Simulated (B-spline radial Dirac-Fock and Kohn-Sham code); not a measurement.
Binding energies of Ne⁺ in different valence configurations

Level of theory: relaxed Dirac-Fock hole states (ΔSCF) with Breit and QED corrections and a finite nucleus; an atomic code on a B-spline grid. The model has no electron correlation.

Reference: the tabulated ground configuration [He] 2s2 2p5, with 2s 68.97 eV.

Shifts from the reference in eV.

```
configuration  average energy     2s
 [He] 2s1 2p6          +29.62  +3.52
```

Values without a named source are computed, but for edge energies of neutral atoms, which are taken from tables.
